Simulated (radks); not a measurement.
The numbers below are computed, except where a source is named.
Ionisation of Fe, [Ar] 3d6 4s2, to Fe+, [Ar] 3d6 4s1, under several functionals. Non-relativistic Kohn-Sham, spin-polarised, spherical densities, point nucleus; open shells are filled with parallel spins first; a radial shooting solver on a logarithmic mesh with Libxc functionals.

SOGGA: E(Fe) (hartree) -1262.08115; Exc (hartree) -53.89510; IE (eV) 7.534; -e(HOMO) (eV) 4.679; <r> HOMO (bohr) 3.149; IE error (eV) -0.368
LDA (Slater exchange, Perdew-Wang correlation): E(Fe) (hartree) -1261.21296; Exc (hartree) -53.00881; IE (eV) 8.051; -e(HOMO) (eV) 4.974; <r> HOMO (bohr) 3.109; IE error (eV) +0.149
RPBE: E(Fe) (hartree) -1263.62505; Exc (hartree) -55.47162; IE (eV) 7.645; -e(HOMO) (eV) 4.721; <r> HOMO (bohr) 3.171; IE error (eV) -0.257
PW91: E(Fe) (hartree) -1263.76890; Exc (hartree) -55.61969; IE (eV) 7.758; -e(HOMO) (eV) 4.827; <r> HOMO (bohr) 3.139; IE error (eV) -0.144
PBEsol: E(Fe) (hartree) -1262.26592; Exc (hartree) -54.08194; IE (eV) 7.687; -e(HOMO) (eV) 4.795; <r> HOMO (bohr) 3.136; IE error (eV) -0.216
exchange-only r2SCAN: E(Fe) (hartree) -1262.48877; Exc (hartree) -54.33695; IE (eV) 6.579; -e(HOMO) (eV) 3.418; <r> HOMO (bohr) 1.258; IE error (eV) -1.323
LDA (Slater exchange, VWN5 correlation): E(Fe) (hartree) -1261.22329; Exc (hartree) -53.01952; IE (eV) 8.042; -e(HOMO) (eV) 4.969; <r> HOMO (bohr) 3.110; IE error (eV) +0.140
TPSS: E(Fe) (hartree) -1263.69512; Exc (hartree) -55.53996; IE (eV) 7.511; -e(HOMO) (eV) 4.742; <r> HOMO (bohr) 3.148; IE error (eV) -0.391
Wu-Cohen GGA: E(Fe) (hartree) -1263.02773; Exc (hartree) -54.86301; IE (eV) 7.599; -e(HOMO) (eV) 4.778; <r> HOMO (bohr) 3.128; IE error (eV) -0.304
exchange-only PBE: E(Fe) (hartree) -1262.31798; Exc (hartree) -54.12494; IE (eV) 7.001; -e(HOMO) (eV) 4.076; <r> HOMO (bohr) 3.259; IE error (eV) -0.901
LDA (Slater exchange, Perdew-Zunger correlation): E(Fe) (hartree) -1261.20463; Exc (hartree) -52.99957; IE (eV) 8.091; -e(HOMO) (eV) 5.000; <r> HOMO (bohr) 3.102; IE error (eV) +0.188

NIST Atomic Spectra Database: 7.902 eV (measured). Closest: LDA (Slater exchange, VWN5 correlation). The Delta-SCF values span 1.51 eV, the total energies 2.56 hartree. The highest occupied level is 4s. Open shells are spherical and high-spin; term and fine-structure splittings are not resolved.
